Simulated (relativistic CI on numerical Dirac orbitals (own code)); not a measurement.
## Co⁺: resonant inelastic scattering at the L2,3 edge

Computed with this model: Dirac-Coulomb-Breit CI, orbitals from a KLI potential per configuration, model QED (radiative potential, 1s self-energy scaled to tabulated hydrogen-like ionisation energies), valence Slater integrals scaled by 0.9, Kramers-Heisenberg scattering through one core-hole configuration in a parametric crystal field; configurations [Ar] 3d8 → [He] 2s2 2p5 3s2 3p6 3d9; 80 K; core-hole width 0.6 eV; summed over polarisations. Incident energies are the highest absorption maxima for each field (at most a few, so the weaker spin-orbit partner edge can be absent), on the computed scale of the free ion. Intensities are in per cent of the strongest line above 0.02 eV; levels within 1 cm⁻¹ are merged; final levels count from the ground level, the first row holds all elastic scattering, lines under 0.4 are left out and each table stops after 24 rows. The scale of the Slater integrals is a model choice and moves the terms in proportion.

Field parameters in Wybourne normalisation: Oh B⁴₀ = 21Dq, B⁴₄ = √(5/14) B⁴₀. The field is a parameter set, without covalency.

S is read from ⟨S²⟩ = S(S + 1).

Oh, 10Dq = 2400 cm⁻¹:

```csv
Final level (eV),Degeneracy,Irrep,S,778.7 eV,779.1 eV,781 eV
0.000,3,T2,1.00,184.5,256.4,27.3
0.274,2,E,1.00,35.7,58.2,10.6
0.290,3,T1,1.00,39.5,67.2,24.8
0.336,3,T2,1.00,65.1,100.0,12.0
0.345,1,A2,1.00,8.0,0.6,3.9
0.464,1,A1,1.00,12.3,8.1,6.9
0.519,3,T1,1.00,28.0,20.4,11.9
0.597,3,T2,1.00,6.6,4.8,3.5
0.609,2,E,1.00,9.7,19.0,0.8
1.727,2,E,0.05,10.3,4.5,22.3
1.942,3,T2,0.13,7.7,5.0,5.2
2.246,2,E,0.99,9.5,18.1,6.7
2.259,3,T2,0.95,15.7,40.8,6.0
2.297,3,T1,1.00,2.9,1.1,1.8
2.319,1,A1,1.00,0.0,0.0,3.7
2.646,1,A1,0.00,0.3,0.4,28.9
2.728,3,T1,0.00,0.5,1.2,67.6
2.855,2,E,0.00,1.0,1.4,31.0
2.922,3,T2,0.00,1.1,4.0,33.2
6.355,1,A1,0.00,0.1,0.1,3.1
```

Oh, 10Dq = 5350 cm⁻¹:

```
Final level (eV)  Degeneracy  Irrep     S  779.1 eV  781.2 eV  794.9 eV
           0.000           3     T2  1.00     178.6      23.2      25.9
           0.641           2      E  1.00      18.1       7.4       2.9
           0.653           3     T1  1.00      30.4      22.6      23.6
           0.688           3     T2  1.00     100.0       9.2      14.5
           0.701           1     A2  1.00       8.8       0.8       3.3
           1.077           1     A1  1.00       7.4       7.8       5.0
           1.124           3     T1  1.00      18.1       4.4       5.9
           1.201           3     T2  1.00       9.2       3.4       6.6
           1.202           2      E  0.99       9.1       2.5       1.5
           1.810           2      E  0.04       6.6      25.0      21.6
           2.377           3     T2  0.12       6.5       5.2       4.8
           2.708           2      E  1.00      10.6       7.9      10.3
           2.726           3     T2  0.96      17.3       6.7      11.6
           2.762           3     T1  1.00       3.4       4.7      14.6
           2.780           1     A1  0.97       0.0       9.0       0.2
           2.848           1     A1  0.09       0.4      20.8      31.4
           3.085           3     T1  0.00       0.7      45.3      50.1
           3.494           2      E  0.00       1.8       9.8       7.4
           3.565           3     T2  0.00       1.6       8.9       6.9
           6.869           1     A1  0.00       0.1       3.5       1.5
```

For the first field the strongest loss at the lowest incident energy is the level at 0.34 eV (S = 1.00, against 1.00 in the thermal ground state). Levels of other spin, the first over 8 % at 1.73 eV, appear because spin-orbit coupling of the core hole, and in heavier ions of the valence shell too, mixes spins.
